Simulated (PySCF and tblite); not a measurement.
Results of a calculation; reference values are marked as such.
C4H5ClOS, numbered as in [O:1]=[S@:2]1[CH2:3][CH2:4][CH:5]=[C:6]1[Cl:7].

Geometries GFN2-xTB; weights from PBE0-D3(BJ)/def2-SVP (IEF-PCM, dimethylsulfoxide) energies and GFN2-xTB thermal corrections, with symmetry numbers and mirror pairs. Conformers within 1.5 kcal/mol (GFN2-xTB free energy) were kept, 10 at most. Codes: tblite and PySCF.

Rotational constants are equilibrium values for the commonest isotopes; dipoles come from the energy level named and are polarised by its solvent model.

The 5-ring runs over atoms 2–3–4–5–6.

```tsv
conformer	shape	symmetry
1	5-ring envelope (ring torsions 30, -18, -3, 18, -27°)	C1
2	5-ring envelope (ring torsions -25, 16, 1, -14, 22°)	C1
```

Q: Give the rotational constants and dipole components.

A: 
| conformer | A (MHz) | B (MHz) | C (MHz) | abs μa (D) | abs μb (D) | abs μc (D) | κ | Ic−Ia−Ib (u Å²) |
| --- | --- | --- | --- | --- | --- | --- | --- | --- |
| 1 | 2880 | 1568 | 1146 | 1.78 | 4.92 | 2.30 | -0.51 | -57.0 |
| 2 | 2715 | 1670 | 1104 | 2.70 | 5.52 | 1.47 | -0.30 | -30.8 |

Q: Which type of transition is strongest for conformer 1?

A: b-type, since that component is clearly the largest; the top is asymmetric (κ = -0.51).


Conformer gaps in def2-SVP on xTB geometries can be 2 kcal/mol too large for S=O, P=O and other polar bonds.